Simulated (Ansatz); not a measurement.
System: CoI2, net charge 0, quartet state. The spin state was set by rule; other spins were not relaxed. 
Coordinates optimised at B3LYP-D3(BJ)/def2-TZVP (Ansatz, a quantum-chemistry and plane-wave program):
```
Co
I 1 2.4310
I 1 2.4310 2 180.00
```
Charge 0, spin multiplicity 4.

Basis-set convergence of Hartree-Fock and MP2 correlation energies (hartree) with Ansatz. Cores are frozen in the correlated levels unless marked. UHF or UKS for open shells. No spin-orbit coupling. The frozen core is the preceding noble-gas configuration, with the filled d and f shells of earlier blocks. Past Kr the def2 sets carry scalar-relativistic core potentials.

| basis | functions | E(HF) | E(corr, MP2) |
|---|---|---|---|
| def2-SVP | 83 | -1974.66253 | -0.34190 |
| def2-TZVPP | 164 | [?] | [?] |

Task: Some entries are withheld; supply them.

Result: 
- def2-TZVPP, E(HF): -1974.86958
- def2-TZVPP, E(corr, MP2): -0.52053
